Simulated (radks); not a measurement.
Results of a calculation; reference values are marked as such.
Spherical quantum dot in the effective-mass picture: electrons in a parabolic well V = omega^2 r^2 / 2 with omega = 2.19, with a point charge +1 (a donor) at the centre, all in effective atomic units (hartree* = m*/eps^2 hartree, bohr* = eps/m* bohr), one dielectric constant everywhere. Level of theory: non-relativistic Kohn-Sham, LDA (Slater exchange, Perdew-Wang correlation), spin-polarised, spherical densities (a radial shooting solver with Libxc functionals). Levels are named by radial order and angular momentum (1s, 1p, 1d, 2s, ...), and open shells are averaged over m.

N = 16, configuration 1s2 1p6 1d(up 5, down 1) 2s2. This is the lowest configuration that the search found. Occupied and some empty levels:

level    occupation  eigenvalue (hartree*)  <r> (bohr*)
1s up             1                 13.867       0.8839
1s down           1                 13.944       0.8728
1p up             3                 15.463        1.225
1p down           3                 15.574        1.222
2s up             1                 16.840        1.255
2s down           1                 16.921        1.263
1d up             5                 16.979        1.434
1d down           1                 17.097        1.436
1f up             0                 18.574        1.598
1f down           0                 18.686        1.602
2p up             0                 18.797        1.447
2p down           0                 18.872        1.450
1g up             0                 20.249        1.738
1g down           0                 20.351        1.744

Energy (hartree*): total 169.752, kinetic 37.001, external 53.373, Hartree 90.370, exchange-correlation -10.993.

Electron density:

r (bohr*)  n(r) (e/bohr*^3)
0.0537                3.319
0.189                 2.490
0.324                 1.856
0.459                 1.411
0.593                 1.133
0.728                0.9830
0.863                0.9093
0.998                0.8597
1.13                 0.7942
1.27                 0.6939
1.40                 0.5626
1.54                 0.4187
1.67                 0.2843
1.81                 0.1755
1.94                0.09830
2.08                0.04993
2.21                0.02316
2.35               0.009692
2.48               0.003685
2.62               0.001274
